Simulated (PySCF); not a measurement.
NMR data simulated for an unnamed compound:

$^{1}$H NMR (400 MHz, computed): δ 2.84 (m, 4H), 2.13 (m, 2H), 2.08 (m, 4H).

$^{13}$C{$^{1}$H} NMR (computed): δ 213.3 (C), 41.1 (CH2), 31.2 (CH2).

Calculated, not measured (PySCF): structure optimised with GFN2-xTB, shielding tensors at PBE0/pcSseg-1 (GIAO). No solvent model, non-relativistic, single conformer, one averaged value for each set of equivalent atoms.

δ = σ(ref) − σ, references computed at the same level: TMS for $^{1}$H (31.72 ppm) and $^{13}$C (186.93 ppm).

Which of these does the molecule contain: a Si–H bond, a (CH3)2CH unit, a ketone, a heteroaromatic ring?

Results:


- A Si–H bond: no.
- A (CH3)2CH unit: no.
- A ketone: yes (δC 213.3).
- A heteroaromatic ring: no.

The data belong to SMILES O=C1CCP(P)CC1, C₅H₁₀OP₂; they needn't prove each group on their own.

Carbon signals by region: 1 in the far downfield region (above 160 ppm), 2 below 50 ppm. Above 160 ppm: 213.3, ketone carbonyl carbon.

Splittings by $^{31}$P in the carbon and heteronuclear signals aren't shown, as no couplings were computed. Shifts are as computed. Against solution values, carbons near 30 ppm lie about +3 ppm off and those near 130 ppm about +5 ppm. Of 1211 compounds with measured shifts, 218 miss one by over three times the rms of a fit or turn the order of signals round; such compounds aren't used in these exercises. Multiplicities follow the n + 1 count of equivalent neighbours, as no J values were calculated; m marks all less simple cases, F and P coupling included.
